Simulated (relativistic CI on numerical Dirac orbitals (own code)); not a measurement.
**Inner-shell lines of Er XXXIII**

These numbers are calculated, not measured: Dirac-Coulomb-Breit CI, orbitals from a KLI potential per configuration, model QED (radiative potential, 1s self-energy scaled to tabulated hydrogen-like ionisation energies), valence Slater integrals scaled by 0.9 (own radial code, finite nucleus).

Configurations in the expansion (outside the closed core [Ar] 4s2 4p6): 3d¹⁰, 3d⁹4f, 3d⁹5p, 3d⁹5f. Levels of other configurations are missing.

The table holds the strongest lines. The upper levels have an inner-shell vacancy. Auger decay, open to those above the ionisation limit, is not computed, and radiative decays to configurations outside the model are missing too. Absolute energies can be off by a few tenths of a per cent, and at this charge the scaling can make term splittings too narrow, so close lines can change order. LS names give the leading component, which can be well under half, for lower levels too. Brackets number the levels in order of energy.

```tsv
λ (Å)	Upper	Lower	A (s⁻¹)	gA (s⁻¹)
7.90644	3d⁹4f ³P°1 [3]	3d¹⁰ ¹S0 [1]	2.11e+11	6.33e+11
7.81689	3d⁹4f ³D°1 [13]	3d¹⁰ ¹S0 [1]	6.11e+13	1.83e+14
7.60391	3d⁹4f ¹P°1 [21]	3d¹⁰ ¹S0 [1]	1.88e+14	5.65e+14
6.69604	3d⁹5p ¹P°1 [26]	3d¹⁰ ¹S0 [1]	1.38e+12	4.14e+12
6.62975	3d⁹5p ³D°1 [29]	3d¹⁰ ¹S0 [1]	1.25e+12	3.74e+12
6.54718	3d⁹5p ³P°1 [31]	3d¹⁰ ¹S0 [1]	1.63e+11	4.90e+11
6.24087	3d⁹5f ³P°1 [35]	3d¹⁰ ¹S0 [1]	8.70e+10	2.61e+11
6.21264	3d⁹5f ¹P°1 [45]	3d¹⁰ ¹S0 [1]	5.31e+13	1.59e+14
6.08891	3d⁹5f ¹P°1 [53]	3d¹⁰ ¹S0 [1]	6.91e+13	2.07e+14
```
